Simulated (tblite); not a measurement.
Species: C3H8BrFSi.
Atom-mapped SMILES: `[F:1][C@@H:2]([CH2:3][SiH3:4])[CH2:5][Br:6]` (hydrogens: H7 on C2; H8, H9 on C3; H10, H11, H12 on Si4; H13, H14 on C5)

Computed with GFN2-xTB (tblite), gas phase: L-BFGS steps from a force-field or distance-geometry start until the largest atomic force falls under 0.01 eV/Å.

Step 9: E = -572.6876 eV
```
atom  x, y, z in Å  |  force x, y, z in eV/Å
F1     -0.7892   -0.5559    1.4729    0.029   0.004   0.010
C2     -0.6823    0.1555    0.2943   -0.028   0.024   0.011
C3      0.5591   -0.3088   -0.4476    0.050  -0.007   0.010
Si4     2.1906    0.1147    0.4646    0.007  -0.006  -0.008
C5     -1.9474   -0.0670   -0.5215   -0.042   0.001   0.022
Br6    -3.5010    0.7939    0.2939    0.017  -0.007  -0.013
H7     -0.6029    1.2097    0.5875    0.024   0.032  -0.001
H8      0.4825   -1.3872   -0.5905    0.000  -0.030  -0.014
H9      0.5608    0.1425   -1.4387    0.005   0.046  -0.020
H10     2.2400   -0.5740    1.7531   -0.030   0.043  -0.060
H11     3.2758   -0.3341   -0.4146   -0.052   0.016   0.047
H12     2.2449    1.5734    0.6306   -0.024  -0.089   0.001
H13    -1.8484    0.3648   -1.5157    0.021  -0.009   0.012
H14    -2.1831   -1.1279   -0.5905    0.023  -0.020   0.001
```

Step 10: E = -572.6885 eV
```
atom  x, y, z in Å  |  force x, y, z in eV/Å
F1     -0.7843   -0.5540    1.4753    0.018   0.019   0.006
C2     -0.6815    0.1565    0.2957   -0.007   0.008  -0.001
C3      0.5570   -0.3101   -0.4498    0.079   0.001   0.011
Si4     2.1880    0.1138    0.4658   -0.010  -0.001  -0.042
C5     -1.9462   -0.0677   -0.5196   -0.031   0.003   0.021
Br6    -3.4996    0.7919    0.2917   -0.010   0.008   0.001
H7     -0.5983    1.2122    0.5859    0.006  -0.001  -0.001
H8      0.4796   -1.3884   -0.5977   -0.002  -0.007   0.006
H9      0.5573    0.1440   -1.4399    0.014   0.048  -0.010
H10     2.2367   -0.5724    1.7541   -0.031   0.028  -0.040
H11     3.2728   -0.3341   -0.4133   -0.040   0.011   0.042
H12     2.2431    1.5724    0.6324   -0.027  -0.088  -0.001
H13    -1.8440    0.3643   -1.5135    0.012  -0.013   0.007
H14    -2.1812   -1.1290   -0.5892    0.029  -0.016   0.002
```

Problem. Estimate the geometry and energy of step 11. (The exact step hangs on the optimiser's Hessian estimate; all steps are aligned on step 10, rigid shifts and turns removed.)

Solution. E = -572.6891 eV, largest force 0.066 eV/Å
```
atom  x, y, z in Å  |  force x, y, z in eV/Å
F1     -0.7801   -0.5523    1.4772    0.009   0.030   0.002
C2     -0.6808    0.1575    0.2967    0.018  -0.007  -0.012
C3      0.5563   -0.3110   -0.4515    0.060   0.009   0.000
Si4     2.1858    0.1130    0.4660   -0.025  -0.006  -0.053
C5     -1.9458   -0.0683   -0.5179   -0.004   0.000   0.014
Br6    -3.4987    0.7906    0.2901   -0.031   0.018   0.012
H7     -0.5947    1.2143    0.5847   -0.007  -0.026  -0.003
H8      0.4775   -1.3894   -0.6030   -0.001   0.017   0.018
H9      0.5550    0.1461   -1.4408    0.022   0.040   0.005
H10     2.2336   -0.5705    1.7539   -0.031   0.010  -0.015
H11     3.2698   -0.3338   -0.4115   -0.013   0.000   0.022
H12     2.2412    1.5700    0.6337   -0.028  -0.060  -0.001
H13    -1.8405    0.3635   -1.5116    0.002  -0.016   0.005
H14    -2.1792   -1.1301   -0.5882    0.030  -0.008   0.005
```

The energy changes by -0.0006 eV. The first-order estimate −F·Δx gives -0.0009 eV and the mean of the old and new forces, exact on a quadratic surface, -0.0006 eV. The step makes an angle of 66° with the force vector and moves no atom by more than 0.006 Å.

What follows is the cost of the whole relaxation. Time: 0.38 s of wall time. Hardware: Arm Neoverse V1, one thread, shared host with 32 logical CPUs at a one-minute load of 29.
